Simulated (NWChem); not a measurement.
GeIF, singlet; SMILES [Ge]([F])[I]

Results from NWChem. Low-valent species are run as closed-shell singlets; no triplet was tried in these runs. The geometry was optimised at PBE0/def2-SVP. def2 effective core potentials on I; no spin-orbit coupling.

For level TPSS/def2-SVP (core potentials):

```yaml
highest occupied level (eV): -6.61
orbital gap (eV): 2.97
dipole (D): 1.86
```

**Question.** How do the values read with level TPSS/STO-3G (all-electron, non-relativistic) instead?

**Answer.** The highest occupied level (eV) comes out as -1.20, the orbital gap (eV) is 0.71 and the dipole (D) comes out as 2.19.
